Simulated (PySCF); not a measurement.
Ge(SH)2 (GeH2S2), SMILES [SH][Ge][SH] (connectivity only; charge and spin as stated), neutral, multiplicity 1. Geometry optimised at PBE0-D3(BJ)/def2-TZVP. Other conformers were not sampled.

Method: PBE0-D3(BJ)/def2-TZVP (PySCF).

Harmonic wavenumbers (cm⁻¹): 144, 279, 387, 390, 396, 681, 786, 2711, 2711. Rotational constants (GHz): 6.358, 2.739, 1.914; symmetry number 2.

Work out the zero-point energy and the ideal-gas rigid-rotor harmonic-oscillator thermochemistry at 298.15 K and 1 atm.

ZPE = ½ Σ hcν = ½ × 8484 cm⁻¹ = 12.13 kcal/mol. H − E(el) = 15.92 kcal/mol. Entropy in cal/(mol K): translation 40.69, rotation 25.29, vibration 7.83, total 73.81. G − E(el) = -6.09 kcal/mol. Cp = 17.58 cal/(mol K). Modes under 150 cm⁻¹ make the vibrational entropy uncertain.
